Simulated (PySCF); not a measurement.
## ²⁹Si chemical shifts

Theory: geometry: GFN2-xTB, shielding tensors at PBE0/pcSseg-1 (GIAO), in PySCF (rapidly exchanging positions averaged, no solvent, non-relativistic, one conformer).

Shieldings were converted by a linear fit to measured shifts: ²⁹Si (scatter 8.9 ppm rms, 25.8 ppm with the 6 outliers that the fit left out vs TMS, solution or neat liquid). Occasional misses reach two or three times the rms, and more in compound classes unlike the fitted ones.

Problem. Give the ²⁹Si shifts of `CC(C)C1=C[SiH2]C=C1`, `C[Si@@]1(P)C[C@H](OC=O)[SiH2]O1`, `ClC(Cl)[Si@H](Cl)CC1CC1`.

Solution. 
| compound | environment | δ (ppm) |
| --- | --- | --- |
| CC(C)C1=C[SiH2]C=C1 | silicon bonded to 2 C, 2 H, in a 5-membered ring | -44.5 |
| [CH3:1][Si@@:2]1([PH2:3])[CH2:4][C@H:5]([O:6][CH:7]=[O:8])[SiH2:9][O:10]1 | Si2: silicon bonded to 2 C, O, P, in a 5-membered ring | 12.2 |
| [CH3:1][Si@@:2]1([PH2:3])[CH2:4][C@H:5]([O:6][CH:7]=[O:8])[SiH2:9][O:10]1 | Si9: silicon bonded to C, O, 2 H, in a 5-membered ring | -46.8 |
| ClC(Cl)[Si@H](Cl)CC1CC1 | silicon bonded to 2 C, Cl, H | -6.5 |

Problem. Order these by ²⁹Si shift, lowest first.
A. O=CN[C@@H]1C[SiH2]1
B. C=CC[SiH]1CC=CC1
C. CC(C)C1=C[SiH2]C=C1
D. O=CN[SiH]1CC1
E. C[C@H]([SiH3])C#N

Solution. A (-116.5 ppm, silicon bonded to 2 C, 2 H, in a 3-membered ring), D (-99.5 ppm, silicon bonded to 2 C, N, H, in a 3-membered ring), E (-54.7 ppm, silicon bonded to C, 3 H), C (-44.5 ppm, silicon bonded to 2 C, 2 H, in a 5-membered ring), B (-12.6 ppm, silicon bonded to 3 C, H, in a 5-membered ring).
